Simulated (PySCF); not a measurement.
## Electronic structure of Si (silicon, neutral) at the UHF level

Configuration: [Ne] 3s2 3p1 3d1, one real determinant (an excited configuration). Computed with PySCF 2.14 in dyall-acv3z (19s12p6d4f, 113 functions), with no relativity, point nucleus.

```
Total energy                                                  : -288.613250 hartree
One-electron energy                                           : -398.5185 hartree
Hartree (Coulomb) energy                                      : 130.0655 hartree
Exchange energy                                               : -20.1603 hartree
Kinetic energy                                                : 288.71241 hartree
⟨S²⟩                                                          : 2.0142
⟨L²⟩                                                          : 8.046
Sum of ⟨r⟩                                                    : 16.53 bohr
Sum of ⟨r²⟩                                                   : 50.76 bohr²
Traceless quadrupole moment −½Σ⟨3z² − r²⟩ along its main axis : 5.33 e·bohr²
Density at the nucleus (Gaussians lack the cusp)              : 1760 bohr⁻³
Spin density at the nucleus                                   : -0.163 bohr⁻³
Langevin diamagnetic susceptibility                           : -40.2 ×10⁻⁶ cm³/mol
```

```csv
shell,electrons,mean orbital energy (hartree),spread (hartree),"rms radius, mean of both spins (bohr)"
1s α,1,-68.97567,0,0.129
1s β,1,-68.96977,0,0.129
2s α,1,-6.31176,0,0.614
2s β,1,-6.30542,0,0.614
2p α,3,-4.41247,0.01398,0.599
2p β,3,-4.39976,0.01495,0.599
3s α,1,-0.68289,0,2.27
3s β,1,-0.59058,0,2.27
3p α,1,-0.39897,0,2.73
3d α,1,-0.03623,0,5.48
```

⟨L²⟩ = 8.05 against 12 for a pure F term, so this real determinant mixes terms. The outer electron is Rydberg-like, and this basis confines it to a smaller radius and binds it less than a complete one would.

Spin-orbit constants ζ (cm⁻¹) from the X2C one-electron operator on these orbitals (non-relativistic here): bare nucleus, nucleus screened by l(l+1)(2l+1)/3 electrons, and screened by the Breit-Pauli mean field of the electrons.

| shell | bare | screened nucleus | mean field |
| --- | --- | --- | --- |
| 2p | 3864 | 3312 | 3063 |
| 3p | 201.3 | 172.6 | 156.3 |
| 3d | 1.830 | 0.5227 | 0.1768 |

To first order the Landé constant is A = 26.11 cm⁻¹, so the lowest level has J = 2 and lies 0.0129 eV below the centre of the term. This holds in LS coupling only.
